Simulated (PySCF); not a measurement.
Geometry (Å), atoms numbered from 1 in this order:
```xyz
20

C     3.309    0.175    0.185
C     2.175    0.226   -0.515
C     0.988    1.063   -0.157
C    -0.192    0.255    0.375
C    -0.747   -0.763   -0.608
C    -2.007   -1.393   -0.047
O    -2.940   -0.417    0.361
B    -2.516    0.820    0.729
O    -1.205    1.177    0.748
H     4.142   -0.464   -0.119
H     3.449    0.779    1.088
H     2.088   -0.393   -1.417
H     0.635    1.628   -1.037
H     1.256    1.803    0.613
H     0.139   -0.276    1.287
H    -0.975   -0.256   -1.562
H     0.000   -1.543   -0.819
H    -2.496   -2.032   -0.799
H    -1.761   -2.037    0.816
H    -3.340    1.638    1.051
```

Geometry: PBE0-D3(BJ)/def2-SVP; GIAO shifts from PySCF 2.14.0 with density-fitted response routines, gas phase, non-relativistic, averaged over equivalent atoms.

At PBE0/pcSseg-1 (208 basis functions, 69 s wall time on 1 thread of an Arm Neoverse N1, shared host):
```tsv
atoms	δ (ppm)
C2	142.6
C1	127.4
C4	73.3
C6	62.7
C3	45.6
C5	33.9
O9	158.4
O7	130.5
B8	23.6
H12	5.96
H11	5.55
H10	5.46
H20	4.11
H18	4.01
H19	3.93
H15	3.55
H14	2.55
H13	1.99
H17	1.68
H16	1.38
```

References, each an isolated molecule treated in the same way: 13C (σref 184.41) and 1H (σref 31.27) vs TMS; 17O (σref 334.56) vs H2O; BF3·OEt2 for 11B (σref 100.73).

Task: Predict the values at PBE/pcSseg-1 on the same geometry.

Result: 
```json
{"atoms": "C2", "δ at PBE/pcSseg-1": "141.4", "change": "-1.2"}
{"atoms": "C1", "δ at PBE/pcSseg-1": "125.0", "change": "-2.4"}
{"atoms": "C4", "δ at PBE/pcSseg-1": "76.6", "change": "+3.3"}
{"atoms": "C6", "δ at PBE/pcSseg-1": "65.4", "change": "+2.7"}
{"atoms": "C3", "δ at PBE/pcSseg-1": "48.1", "change": "+2.5"}
{"atoms": "C5", "δ at PBE/pcSseg-1": "35.7", "change": "+1.8"}
{"atoms": "O9", "δ at PBE/pcSseg-1": "177.0", "change": "+18.6"}
{"atoms": "O7", "δ at PBE/pcSseg-1": "147.9", "change": "+17.4"}
{"atoms": "B8", "δ at PBE/pcSseg-1": "21.3", "change": "-2.3"}
{"atoms": "H12", "δ at PBE/pcSseg-1": "6.00", "change": "+0.04"}
{"atoms": "H11", "δ at PBE/pcSseg-1": "5.47", "change": "-0.08"}
{"atoms": "H10", "δ at PBE/pcSseg-1": "5.39", "change": "-0.07"}
{"atoms": "H20", "δ at PBE/pcSseg-1": "4.17", "change": "+0.06"}
{"atoms": "H18", "δ at PBE/pcSseg-1": "4.13", "change": "+0.12"}
{"atoms": "H19", "δ at PBE/pcSseg-1": "4.10", "change": "+0.17"}
{"atoms": "H15", "δ at PBE/pcSseg-1": "3.74", "change": "+0.19"}
{"atoms": "H14", "δ at PBE/pcSseg-1": "2.55", "change": "+0.00"}
{"atoms": "H13", "δ at PBE/pcSseg-1": "2.05", "change": "+0.06"}
{"atoms": "H17", "δ at PBE/pcSseg-1": "1.82", "change": "+0.14"}
{"atoms": "H16", "δ at PBE/pcSseg-1": "1.42", "change": "+0.04"}
```

References, each an isolated molecule treated in the same way: TMS for 13C (180.03 ppm) and 1H (31.20 ppm); 17O (334.63 ppm) vs H2O; BF3·OEt2 for 11B (94.77 ppm).

The largest change is at O9 (oxygen bonded to C, B, in a 6-membered ring). Cost: 208 basis functions, 94 s wall time on 1 thread of an Arm Neoverse N1, shared host. The order of the carbon signals is the same at both levels.

Experimental scales use liquid or dissolved standards, which lie at an offset from isolated H2O (liquid H2O: subtract about 36 ppm).
